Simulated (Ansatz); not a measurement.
F2Si (SMILES F[Si]F) moved off its minimum; all values from Ansatz (an electronic-structure program), cores frozen in correlated methods.
(charge 0, multiplicity 1)
```xyz
3

Si     0.00180    -0.00204     0.68652
F      0.96895    -0.68369    -0.43296
F     -1.08331     0.78722    -0.35933
```

Task: Give the forces (eV/Å), the total energy and the dipole at CCSD(T)/aug-cc-pV(T+d)Z.

Result: 
```csv
atom,Fx,Fy,Fz
Si1,-0.948,0.703,-2.117
F2,-0.490,0.344,0.653
F3,1.438,-1.047,1.463
```
Energy -488.6478 hartree, dipole 1.76 D.
